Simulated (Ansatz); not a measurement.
The multiplicity is imposed and other spin states were not computed.

Calculation: r2SCAN-D4/def2-SVP run with Ansatz (a first-principles code). No frequencies were computed at this level.

Ansatz 0.2 input:
```yaml
crystal:
  periodic: [false, false, false]
  atoms:
    - { symbol: Cd, position_ang: [0.046616, -0.723505, -0.766215] }
    - { symbol: O, position_ang: [-0.064263, -2.245732, 0.485921] }
    - { symbol: C, position_ang: [-0.549274, -1.840277, 1.737027] }
    - { symbol: H, position_ang: [0.086269, -1.069649, 2.203819] }
    - { symbol: H, position_ang: [-0.533069, -2.731097, 2.37473] }
    - { symbol: H, position_ang: [-1.587484, -1.473182, 1.68284] }
    - { symbol: O, position_ang: [-0.394486, 1.055343, -0.127354] }
    - { symbol: H, position_ang: [-0.317165, 1.763249, -0.772389] }
basis:
  gaussian: { orbitals: def2-svp }
hamiltonian:
  xc: r2scan
  dispersion: d4
relax:
  max_steps: 150
```

Output:

```
[...]
984 factors; their error is unknown
mean field evaluation 1: about -9739.6693 eV, gradient 8.2e1 eV
mean field evaluation 2: about -9606.6751 eV, gradient 2.3e2 eV
mean field evaluation 4: about -9752.4339 eV, gradient 2.6e1 eV
mean field evaluation 8: about -9753.6873 eV, gradient 1.2e-1 eV
mean field evaluation 16: about -9753.6615 eV, gradient 6.3e-4 eV
mean field -9753.66149309 eV, -358.4404486018 hartree, gradient 2.6e-5 eV, S^2 0.000000; 0 other end points of the search recorded, 0 dependent functions left out
reference -9753.66150626 eV, -358.4404490857 hartree; 23, 23 occupied and 70, 70 virtual orbitals, 984 factors
relax step   1: F+E_penalty+E_count = -9753.69367947 eV  Δ(F+E_penalty+E_count) = +0.000e0 eV  max|allowed force component| = 1.401e0 eV/Å  Δτ_max = 0.0000 Å  (29 SCF iters, accepted)
these checks for a lower state are left out or cut short: starts, cluster_reference, orbital_swaps, neighbouring_geometries, increment
984 factors; their error is unknown
mean field -9754.01445679 eV, -358.4534197786 hartree, gradient 2.3e-5 eV, S^2 0.000000; 0 other end points of the search recorded, 0 dependent functions left out
reference -9754.01447022 eV, -358.4534202723 hartree; 23, 23 occupied and 70, 70 virtual orbitals, 984 factors
relax step   2: F+E_penalty+E_count = -9754.04594139 eV  Δ(F+E_penalty+E_count) = -3.523e-1 eV  max|allowed force component| = 7.566e-1 eV/Å  Δτ_max = 0.1946 Å  (32 SCF iters, accepted)
these checks for a lower state are left out or cut short: starts, cluster_reference, orbital_swaps, neighbouring_geometries, increment
984 factors; their error is unknown
mean field evaluation 32: about -9754.1978 eV, gradient 1.5e-5 eV
mean field -9754.19784274 eV, -358.4601590879 hartree, gradient 1.5e-5 eV, S^2 0.000000; 0 other end points of the search recorded, 0 dependent functions left out
reference -9754.19785656 eV, -358.4601595957 hartree; 23, 23 occupied and 70, 70 virtual orbitals, 984 factors
relax step   3: F+E_penalty+E_count = -9754.22887373 eV  Δ(F+E_penalty+E_count) = -1.829e-1 eV  max|allowed force component| = 5.021e-1 eV/Å  Δτ_max = 0.1946 Å  (31 SCF iters, accepted)
these checks for a lower state are left out or cut short: starts, cluster_reference, orbital_swaps, neighbouring_geometries, increment
984 factors; their error is unknown
mean field -9754.35357503 eV, -358.4658821441 hartree, gradient 1.6e-5 eV, S^2 0.000000; 0 other end points of the search recorded, 0 dependent functions left out
reference -9754.35358891 eV, -358.4658826539 hartree; 23, 23 occupied and 70, 70 virtual orbitals, 984 factors
relax step   4: F+E_penalty+E_count = -9754.38402537 eV  Δ(F+E_penalty+E_count) = -1.552e-1 eV  max|allowed force component| = 6.239e-1 eV/Å  Δτ_max = 0.1948 Å  (31 SCF iters, accepted)
these checks for a lower state are left out or cut short: starts, cluster_reference, orbital_swaps, neighbouring_geometries, increment
984 factors; their error is unknown
mean field -9754.47752589 eV, -358.4704372539 hartree, gradient 1.5e-5 eV, S^2 0.000000; 0 other end points of the search recorded, 0 dependent functions left out
reference -9754.47753996 eV, -358.4704377711 hartree; 23, 23 occupied and 70, 70 virtual orbitals, 984 factors
relax step   5: F+E_penalty+E_count = -9754.50734688 eV  Δ(F+E_penalty+E_count) = -1.233e-1 eV  max|allowed force component| = 8.687e-1 eV/Å  Δτ_max = 0.1953 Å  (36 SCF iters, accepted)
these checks for a lower state are left out or cut short: starts, cluster_reference, orbital_swaps, neighbouring_geometries, increment
984 factors; their error is unknown
mean field -9754.55537032 eV, -358.4732979842 hartree, gradient 1.9e-5 eV, S^2 0.000000; 0 other end points of the search recorded, 0 dependent functions left out
reference -9754.55538437 eV, -358.4732985005 hartree; 23, 23 occupied and 70, 70 virtual orbitals, 984 factors
relax step   6: F+E_penalty+E_count = -9754.58467542 eV  Δ(F+E_penalty+E_count) = -7.733e-2 eV  max|allowed force component| = 2.085e0 eV/Å  Δτ_max = 0.1996 Å  (36 SCF iters, accepted)
these checks for a lower state are left out or cut short: starts, cluster_reference, orbital_swaps, neighbouring_geometries, increment
984 factors; their error is unknown
mean field evaluation 64: about -9754.6063 eV, gradient 1.6e-5 eV
mean field -9754.60631023 eV, -358.4751699913 hartree, gradient 1.6e-5 eV, S^2 0.000000; 0 other end points of the search recorded, 0 dependent functions left out
reference -9754.60632437 eV, -358.4751705109 hartree; 23, 23 occupied and 70, 70 virtual orbitals, 984 factors
relax step   7: F+E_penalty+E_count = -9754.63506098 eV  Δ(F+E_penalty+E_count) = -5.039e-2 eV  max|allowed force component| = 4.446e-1 eV/Å  Δτ_max = 0.1999 Å  (35 SCF iters, accepted)
these checks for a lower state are left out or cut short: starts, cluster_reference, orbital_swaps, neighbouring_geometries, increment
984 factors; their error is unknown
mean field -9754.63118738 eV, -358.4760842098 hartree, gradient 1.7e-5 eV, S^2 0.000000; 0 other end points of the search recorded, 0 dependent functions left out
reference -9754.63120159 eV, -358.4760847321 hartree; 23, 23 occupied and 70, 70 virtual orbitals, 984 factors
relax step   8: F+E_penalty+E_count = -9754.66007690 eV  Δ(F+E_penalty+E_count) = -2.502e-2 eV  max|allowed force component| = 2.889e-1 eV/Å  Δτ_max = 0.1997 Å  (35 SCF iters, accepted)
these checks for a lower state are left out or cut short: starts, cluster_reference, orbital_swaps, neighbouring_geometries, increment
984 factors; their error is unknown
mean field -9754.63996489 eV, -358.4764067772 hartree, gradient 1.8e-5 eV, S^2 0.000000; 0 other end points of the search recorded, 0 dependent functions left out
reference -9754.63997910 eV, -358.4764072996 hartree; 23, 23 occupied and 70, 70 virtual orbitals, 984 factors
relax step   9: F+E_penalty+E_count = -9754.66888986 eV  Δ(F+E_penalty+E_count) = -8.813e-3 eV  max|allowed force component| = 1.141e-1 eV/Å  Δτ_max = 0.0395 Å  (30 SCF iters, accepted)
these checks for a lower state are left out or cut short: starts, cluster_reference, orbital_swaps, neighbouring_geometries, increment
984 factors; their error is unknown
mean field -9754.65478995 eV, -358.4769515883 hartree, gradient 1.6e-5 eV, S^2 0.000000; 0 other end points of the search recorded, 0 dependent functions left out
reference -9754.65480411 eV, -358.4769521084 hartree; 23, 23 occupied and 70, 70 virtual orbitals, 984 factors
relax step  10: F+E_penalty+E_count = -9754.68366023 eV  Δ(F+E_penalty+E_count) = -1.477e-2 eV  max|allowed force component| = 1.776e-1 eV/Å  Δτ_max = 0.1990 Å  (35 SCF iters, accepted)
these checks for a lower state are left out or cut short: starts, cluster_reference, orbital_swaps, neighbouring_geometries, increment
984 factors; their error is unknown
mean field -9754.66332727 eV, -358.4772653289 hartree, gradient 1.5e-5 eV, S^2 0.000000; 0 other end points of the search recorded, 0 dependent functions left out
reference -9754.66334149 eV, -358.4772658513 hartree; 23, 23 occupied and 70, 70 virtual orbitals, 984 factors
relax step  11: F+E_penalty+E_count = -9754.69218706 eV  Δ(F+E_penalty+E_count) = -8.527e-3 eV  max|allowed force component| = 7.055e-2 eV/Å  Δτ_max = 0.2000 Å  (35 SCF iters, accepted)
these checks for a lower state are left out or cut short: starts, cluster_reference, orbital_swaps, neighbouring_geometries, increment
984 factors; their error is unknown
mean field evaluation 96: about -9754.5959 eV, gradient 4.6e0 eV
mean field -9754.63925223 eV, -358.4763805874 hartree, gradient 1.5e-5 eV, S^2 0.000000; 0 other end points of the search recorded, 0 dependent functions left out
reference -9754.63926645 eV, -358.4763811099 hartree; 23, 23 occupied and 70, 70 virtual orbitals, 984 factors
relax step  12: F+E_penalty+E_count = -9754.66813917 eV  Δ(F+E_penalty+E_count) = +2.405e-2 eV  max|allowed force component| = 8.032e-1 eV/Å  Δτ_max = 0.0660 Å  (30 SCF iters, rejected (line search))
these checks for a lower state are left out or cut short: starts, cluster_reference, orbital_swaps, neighbouring_geometries, increment
984 factors; their error is unknown
mean field -9754.66419231 eV, -358.4772971185 hartree, gradient 1.7e-5 eV, S^2 0.000000; 0 other end points of the search recorded, 0 dependent functions left out
reference -9754.66420654 eV, -358.4772976414 hartree; 23, 23 occupied and 70, 70 virtual orbitals, 984 factors
relax step  13: F+E_penalty+E_count = -9754.69305841 eV  Δ(F+E_penalty+E_count) = -8.714e-4 eV  max|allowed force component| = 1.303e-2 eV/Å  Δτ_max = 0.0330 Å  (30 SCF iters, accepted)
these checks for a lower state are left out or cut short: starts, cluster_reference, orbital_swaps, neighbouring_geometries, increment
984 factors; their error is unknown
mean field -9754.66458807 eV, -358.4773116626 hartree, gradient 2.3e-5 eV, S^2 0.000000; 0 other end points of the search recorded, 0 dependent functions left out
reference -9754.66460231 eV, -358.4773121857 hartree; 23, 23 occupied and 70, 70 virtual orbitals, 984 factors
relax step  14: F+E_penalty+E_count = -9754.69345600 eV  Δ(F+E_penalty+E_count) = -3.976e-4 eV  max|allowed force component| = 2.684e-2 eV/Å  Δτ_max = 0.0469 Å  (29 SCF iters, accepted)
these checks for a lower state are left out or cut short: starts, cluster_reference, orbital_swaps, neighbouring_geometries, increment
984 factors; their error is unknown
mean field -9754.66367599 eV, -358.4772781442 hartree, gradient 1.9e-5 eV, S^2 0.000000; 0 other end points of the search recorded, 0 dependent functions left out
reference -9754.66369022 eV, -358.4772786671 hartree; 23, 23 occupied and 70, 70 virtual orbitals, 984 factors
relax step  15: F+E_penalty+E_count = -9754.69255283 eV  Δ(F+E_penalty+E_count) = +9.032e-4 eV  max|allowed force component| = 2.843e-1 eV/Å  Δτ_max = 0.0406 Å  (30 SCF iters, rejected (line search))
these checks for a lower state are left out or cut short: starts, cluster_reference, orbital_swaps, neighbouring_geometries, increment
984 factors; their error is unknown
mean field evaluation 128: about -9754.6646 eV, gradient 4.5e-4 eV
mean field -9754.66462559 eV, -358.4773130412 hartree, gradient 1.5e-5 eV, S^2 0.000000; 0 other end points of the search recorded, 0 dependent functions left out
reference -9754.66463983 eV, -358.4773135645 hartree; 23, 23 occupied and 70, 70 virtual orbitals, 984 factors
relax step  16: F+E_penalty+E_count = -9754.69350852 eV  Δ(F+E_penalty+E_count) = -5.252e-5 eV  max|allowed force component| = 2.243e-2 eV/Å  Δτ_max = 0.0203 Å  (31 SCF iters, accepted)
these checks for a lower state are left out or cut short: starts, cluster_reference, orbital_swaps, neighbouring_geometries, increment
984 factors; their error is unknown
mean field -9754.66470150 eV, -358.4773158308 hartree, gradient 1.5e-5 eV, S^2 0.000000; 0 other end points of the search recorded, 0 dependent functions left out
reference -9754.66471573 eV, -358.4773163539 hartree; 23, 23 occupied and 70, 70 virtual orbitals, 984 factors
relax step  17: F+E_penalty+E_count = -9754.69357971 eV  Δ(F+E_penalty+E_count) = -7.119e-5 eV  max|allowed force component| = 5.507e-3 eV/Å  Δτ_max = 0.0063 Å  (32 SCF iters, accepted)
these checks for a lower state are left out or cut short: starts, cluster_reference, orbital_swaps, neighbouring_geometries, increment
984 factors; their error is unknown
mean field -9754.66472863 eV, -358.4773168281 hartree, gradient 1.5e-5 eV, S^2 0.000000; 0 other end points of the search recorded, 0 dependent functions left out
reference -9754.66474287 eV, -358.4773173511 hartree; 23, 23 occupied and 70, 70 virtual orbitals, 984 factors
relax step  18: F+E_penalty+E_count = -9754.69360578 eV  Δ(F+E_penalty+E_count) = -2.607e-5 eV  max|allowed force component| = 1.049e-2 eV/Å  Δτ_max = 0.0102 Å  (31 SCF iters, accepted)
these checks for a lower state are left out or cut short: starts, cluster_reference, orbital_swaps, neighbouring_geometries, increment
984 factors; their error is unknown
mean field -9754.66473666 eV, -358.4773171232 hartree, gradient 1.5e-5 eV, S^2 0.000000; 0 other end points of the search recorded, 0 dependent functions left out
reference -9754.66475089 eV, -358.4773176461 hartree; 23, 23 occupied and 70, 70 virtual orbitals, 984 factors
relax step  19: F+E_penalty+E_count = -9754.69361296 eV  Δ(F+E_penalty+E_count) = -7.184e-6 eV  max|allowed force component| = 4.940e-3 eV/Å  Δτ_max = 0.0059 Å  (31 SCF iters, accepted)
984 factors; their error is unknown
mean field evaluation 160: about -9754.6897 eV, gradient 3.1e-1 eV
mean field -9754.66473666 eV, -358.4773171232 hartree, gradient 1.5e-5 eV, S^2 0.000000; 1 other end points of the search recorded, 0 dependent functions left out
reference -9754.66475089 eV, -358.4773176461 hartree; 23, 23 occupied and 70, 70 virtual orbitals, 984 factors
Total energy: -9754.69362719 eV, -358.4783788305 hartree
Atom 0 at    -0.014543    -0.099420    -0.154878 Å, force     0.001176     0.004940    -0.001039 eV/Å
Atom 1 at     0.000505    -1.888818     0.657061 Å, force    -0.002522    -0.000909     0.002299 eV/Å
Atom 2 at    -0.581385    -2.138911     1.906301 Å, force     0.001116     0.000004    -0.000458 eV/Å
Atom 3 at    -0.140755    -1.545715     2.735946 Å, force    -0.000870    -0.000663    -0.001434 eV/Å
Atom 4 at    -0.420269    -3.204339     2.159389 Å, force     0.000470     0.001332    -0.000718 eV/Å
Atom 5 at    -1.679169    -1.970255     1.931636 Å, force     0.001226     0.000119    -0.000473 eV/Å
Atom 6 at     0.192038     1.629703    -1.058221 Å, force    -0.003929    -0.003135     0.000650 eV/Å
Atom 7 at    -0.669279     1.952905    -1.358855 Å, force     0.003333    -0.001687     0.001173 eV/Å
Dipole moment:    -0.386167     0.095204     0.107957 e Å
```

Cost: about 90 core-seconds (a rough figure).
